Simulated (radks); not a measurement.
The numbers below are computed, except where a source is named.
Task: Mean orbital radii <r> (bohr) of neutral chlorine, [Ne] 3s2 3p5, of relativity; Dirac values are averaged over j with weights 2j + 1. Spin-unpolarised spherical Kohn-Sham, PBE, point nucleus unless stated (finite: rms radius 3.3654 fm), a radial shooting solver on a logarithmic mesh with Libxc functionals. A level marked "c x" has the speed of light scaled by that factor and shares open shells by 2j + 1; other Dirac levels either fill j = l - 1/2 first or share by 2j + 1.

| shell | non-rel. |
|---|---|
| 1s | 0.09142 |
| 2s | 0.4463 |
| 2p | 0.4076 |
| 3s | 1.542 |
| 3p | 1.844 |

Give the values at the level "Dirac, c x 1.5".

Result: 
shell  Dirac, c x 1.5  change of magnitude (%)
1s            0.09122                    -0.22
2s             0.4453                    -0.23
2p             0.4073                    -0.08
3s              1.539                    -0.18
3p              1.844                    -0.01
